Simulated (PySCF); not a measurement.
Al(F)(OMe)(SeH) (CH₄AlFOSe), SMILES C[O][Al]([SeH])[F]. Atoms are numbered in the order given.

```xyz
9

Al    -0.4213     0.5210     0.0000
F     -2.0589     0.8081     0.0000
O      0.6923     1.7713     0.0000
C      0.8374     3.1525     0.0000
H      1.4018     3.4813     0.8897
H     -0.1316     3.6831     0.0000
H      1.4018     3.4813    -0.8897
Se     0.3472    -1.6362     0.0000
H     -1.0331    -2.1483     0.0000
```
Charge 0, spin multiplicity 1.

Geometry: PBE0-D3(BJ)/def2-SVP. The values are those of a single conformer.

All values below come from PBE0-D3(BJ)/def2-SVP run with PySCF.

Frequencies are harmonic and unscaled.

```csv
mode,ν (cm⁻¹),IR (km/mol),Raman (Å⁴/amu),depolarisation,moving atoms (share of kinetic energy)
1,55,0.0,0.1,0.75,H 97 %
2,74,2.8,0.5,0.74,"C 34 %, H 21 %, F 17 %, Al 12 %, Se 9 %"
3,84,2.8,0.1,0.75,"O 45 %, H 22 %, C 20 %, Al 9 %"
4,137,13.8,0.6,0.75,"F 40 %, O 19 %, C 13 %, Al 12 %, Se 9 %"
5,223,15.5,2.0,0.31,"O 35 %, Se 27 %, F 26 %"
6,232,6.7,3.5,0.75,H 97 %
7,248,64.2,1.9,0.75,"Al 67 %, O 17 %, F 14 %"
8,393,53.3,9.7,0.10,"Al 37 %, O 22 %, F 19 %, Se 17 %"
9,601,1.3,6.9,0.74,H 94 %
10,726,92.2,4.6,0.20,"Al 48 %, C 21 %, O 14 %, F 12 %"
11,899,109.1,0.7,0.49,"Al 49 %, F 42 %"
12,1188,13.7,2.3,0.68,"H 74 %, C 20 %"
13,1190,0.2,0.6,0.75,"H 77 %, C 19 %"
14,1292,467.6,3.6,0.12,"O 60 %, C 32 %"
15,1476,2.7,21.1,0.75,H 97 %
16,1479,3.0,22.4,0.72,H 95 %
17,1485,16.7,12.5,0.65,"H 89 %, C 9 %"
18,2454,3.8,153.3,0.30,H 99 %
19,3016,100.6,174.5,0.00,H 97 %
20,3102,36.2,93.1,0.68,"H 90 %, C 10 %"
21,3109,32.9,116.2,0.75,"H 90 %, C 10 %"
```
